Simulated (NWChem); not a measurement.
Program: NWChem. System: CClF2, charge 1, spin multiplicity 1, at the geometry of a parent with another charge or spin, in a state set for the comparison that need not be this species' ground state. Level: BHandHLYP/def2-TZVP.

The NWChem input:

```
start mol
memory heap 200 mb stack 900 mb global 1100 mb
charge 1
geometry units angstroms nocenter noautoz
  F      1.053206    -0.077973    -1.079343
  C      0.426595     0.323584     0.000000
  F      1.053206    -0.077973     1.079343
  Cl    -1.265722    -0.031647     0.000000
  symmetry group Cs
end
basis spherical
  * library def2-tzvp
end
dft
  xc bhlyp
  semidirect memsize 60000000 filesize 0
  iterations 100
end
task dft energy
```

Part of the output:

```
             Northwest Computational Chemistry Package (NWChem) 7.3.0
             --------------------------------------------------------

                                NWChem Input Module
                                -------------------

 Scaling coordinates for geometry "geometry" by  1.889725989
 (inverse scale =  0.529177249)

 Turning off AUTOSYM since
 SYMMETRY directive was detected!

                             Geometry "geometry" -> ""
                             -------------------------

 Output coordinates in angstroms (scale by  1.889725989 to convert to a.u.)

  No.       Tag          Charge          X              Y              Z
 ---- ---------------- ---------- -------------- -------------- --------------
    1 F                    9.0000     1.05320600    -0.07797300    -1.07934300
    2 C                    6.0000     0.42659500     0.32358400     0.00000000
    3 F                    9.0000     1.05320600    -0.07797300     1.07934300
    4 Cl                  17.0000    -1.26572200    -0.03164700     0.00000000

 Effective nuclear repulsion energy (a.u.)     157.9593080869

            Nuclear Dipole moment (a.u.)
            ----------------------------
        X                 Y               Z
 ---------------- ---------------- ----------------
     0.0000075589    -0.0000170075     0.0000000000

      Symmetry information
      --------------------

 Group name             Cs
 Group number              2
 Group order               2
 No. of unique centers     3

      Symmetry unique atoms

     1    2    4


 Summary of "ao basis" -> "" (spherical)
 ------------------------------------------------------------------------------
       Tag                 Description            Shells   Functions and Types
 ---------------- ------------------------------  ------  ---------------------
 *                         def2-tzvp                  on all atoms

                                 NWChem DFT Module
                                 -----------------

 Summary of "ao basis" -> "ao basis" (spherical)
 ------------------------------------------------------------------------------
[...]
              MO Center= -1.1D+00, -2.0D-02,  2.0D-14, r^2= 1.3D+00
   Bfn.  Coefficient  Atom+Function         Bfn.  Coefficient  Atom+Function
  ----- ------------  ---------------      ----- ------------  ---------------
   110      0.575028  4 Cl pz               113      0.282398  4 Cl pz
   107      0.268948  4 Cl pz               101     -0.212475  4 Cl pz
   104     -0.100901  4 Cl pz                 6     -0.091491  1 F  px
    68      0.091491  3 F  px                 9     -0.078418  1 F  px
    71      0.078418  3 F  px                12     -0.045223  1 F  px

 Vector   21  Occ=0.000000D+00  E=-4.240984D-01  Symmetry=a'
              MO Center=  1.6D-01,  4.1D-01,  6.6D-17, r^2= 1.9D+00
   Bfn.  Coefficient  Atom+Function         Bfn.  Coefficient  Atom+Function
  ----- ------------  ---------------      ----- ------------  ---------------
    38      0.372571  2 C  py                41      0.357337  2 C  py
    35      0.309450  2 C  s                 36      0.287660  2 C  s
   109     -0.248715  4 Cl py               112     -0.206705  4 Cl py
     7     -0.179428  1 F  py                69     -0.179428  3 F  py
    34      0.153567  2 C  s                 44      0.151256  2 C  py

 Vector   22  Occ=0.000000D+00  E=-2.098343D-01  Symmetry=a'
              MO Center= -7.9D-01,  3.5D-02,  2.3D-16, r^2= 2.1D+00
   Bfn.  Coefficient  Atom+Function         Bfn.  Coefficient  Atom+Function
  ----- ------------  ---------------      ----- ------------  ---------------
    35      0.697529  2 C  s                111     -0.579034  4 Cl px
    40     -0.373899  2 C  px                98     -0.349138  4 Cl s
   108     -0.346398  4 Cl px                37     -0.326498  2 C  px
    41     -0.210701  2 C  py                97     -0.182259  4 Cl s
   105     -0.177976  4 Cl px                38     -0.170204  2 C  py

 Vector   23  Occ=0.000000D+00  E=-1.136633D-01  Symmetry=a"
              MO Center=  1.3D-01,  3.5D-01,  4.8D-11, r^2= 2.9D+00
   Bfn.  Coefficient  Atom+Function         Bfn.  Coefficient  Atom+Function
  ----- ------------  ---------------      ----- ------------  ---------------
    45      1.070961  2 C  pz                 5      0.635472  1 F  s
    67     -0.635472  3 F  s                 42      0.493286  2 C  pz
   113     -0.380708  4 Cl pz                39      0.342615  2 C  pz
    12     -0.206712  1 F  px                74      0.206712  3 F  px
    13      0.138930  1 F  py                75     -0.138930  3 F  py

 center of mass
 --------------
 x =   0.01949996 y =  -0.00414519 z =   0.00000000

 moments of inertia (a.u.)
 ------------------
         163.510704621883           0.218696686481           0.000000000000
           0.218696686481         516.411311877657           0.000000000000
           0.000000000000           0.000000000000         363.771679786057

     Multipole analysis of the density
     ---------------------------------

     L   x y z        total         alpha         beta         nuclear
     -   - - -        -----         -----         ----         -------
     0   0 0 0      1.000000    -20.000000    -20.000000     41.000000

     1   1 0 0     -0.259778     -0.129893     -0.129893      0.000008
     1   0 1 0      0.384559      0.192288      0.192288     -0.000017
     1   0 0 1     -0.000000     -0.000000     -0.000000      0.000000

     2   2 0 0    -13.564317    -93.011146    -93.011146    172.457975
     2   1 1 0      1.158381      0.523833      0.523833      0.110716
     2   1 0 1      0.000000      0.000000      0.000000      0.000000
     2   0 2 0    -17.145310     -9.920199     -9.920199      2.695089
     2   0 1 1      0.000000      0.000000      0.000000      0.000000
     2   0 0 2    -18.094605    -46.489311    -46.489311     74.884017

 Task  times  cpu:        4.8s     wall:        4.8s

 Total times  cpu:        4.8s     wall:        4.8s
```
